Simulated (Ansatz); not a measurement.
`[Cl][GeH2][GeH2][Cl]`, relaxed with RKS PBE-D4/def2-SVP in Ansatz from a rough embedded geometry. The force threshold is 0.03 eV/Å; the program also tests the step.

The species carries charge 0 and has multiplicity 1.

Start:

```xyz
8

Cl   -2.328    1.292   -0.136
Ge   -0.524    0.727    0.809
Ge    0.566   -0.867   -0.592
Cl    1.013    0.077   -2.547
H    -0.807    0.090    2.174
H     0.368    1.996    0.994
H    -0.265   -2.101   -0.752
H     1.974   -1.215    0.051
```

| step | energy (eV) | largest force (eV/Å) | largest move (Å) |
| --- | --- | --- | --- |
| 1 | -138099.5819 | 1.447 | 0.000 |
| 2 | -138099.6962 | 0.198 | 0.160 |
| 3 | -138099.7094 | 0.066 | 0.053 |
| 4 | -138099.7138 | 0.051 | 0.065 |
| 5 (rejected) | -138099.7117 | 0.197 | 0.053 |
| 6 | -138099.7152 | 0.011 | 0.025 |
| 7 | -138099.7162 | 0.044 | 0.071 |
| 8 | -138099.7164 | 0.022 | 0.011 |

End:

```xyz
8

Cl   -2.402    1.160   -0.114
Ge   -0.478    0.757    0.849
Ge    0.625   -0.896   -0.572
Cl    1.080    0.141   -2.443
H    -0.782    0.229    2.278
H     0.302    2.096    0.907
H    -0.317   -2.079   -0.913
H     1.973   -1.408    0.008
```

It took 9 s on 4 threads of an Arm Neoverse V2 on a shared host, with 0.19 GiB of host memory at the peak.
